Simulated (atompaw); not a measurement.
## u(r) = r·R(r): atom against pseudo-atom (Os (Z = 76))

Columns: radius, all-electron u(r) and pseudo u(r) of the 6s shell (level -6.38 eV) of osmium in the configuration [Xe] 4f14 5d6 6s2 6p0; LDA (PW92), scalar-relativistic, PAW (atompaw) scheme, atompaw 4.2.0.5.

| r (bohr) | all-electron | pseudo |
| --- | --- | --- |
| 0.115 | -0.1046 | 0.0610 |
| 0.231 | 0.0389 | 0.1219 |
| 0.346 | 0.1969 | 0.1812 |
| 0.462 | 0.0612 | 0.2392 |
| 0.577 | -0.1424 | 0.2945 |
| 0.692 | -0.2763 | 0.3471 |
| 0.808 | -0.3121 | 0.3969 |
| 0.923 | -0.2680 | 0.4429 |
| 1.038 | -0.1740 | 0.4850 |
| 1.154 | -0.0542 | 0.5235 |
| 1.269 | 0.0709 | 0.5574 |
| 1.385 | 0.1916 | 0.5872 |
| 1.500 | 0.2994 | 0.6125 |
| 1.615 | 0.3922 | 0.6335 |
| 1.731 | 0.4699 | 0.6504 |
| 1.846 | 0.5315 | 0.6630 |
| 1.962 | 0.5793 | 0.6719 |
| 2.077 | 0.6140 | 0.6769 |
| 2.192 | 0.6376 | 0.6784 |
| 2.308 | 0.6518 | 0.6766 |
| 2.423 | 0.6578 | 0.6717 |
| 2.538 | 0.6571 | 0.6641 |
| 2.654 | 0.6508 | 0.6537 |
| 2.769 | 0.6400 | 0.6409 |
| 2.885 | 0.6255 | 0.6257 |
| 3.000 | 0.6084 | 0.6084 |

Problem. How many radial nodes do the two functions have?

Solution. The all-electron 6s function has n − l − 1 = 5 (the table is too coarse to show those close to the nucleus); the pseudo-wave has 0, since the states of the same l below it are removed with the core.

Problem. Where does each function peak?

Solution. Outermost all-electron maximum near 2.42 bohr, pseudo maximum near 2.19 bohr (to the table’s step).

Problem. Is the pseudo-wave norm-conserving?

Solution. No, it belongs to a PAW set: the norm inside the radius is not constrained, and the difference is carried by the augmentation charge.
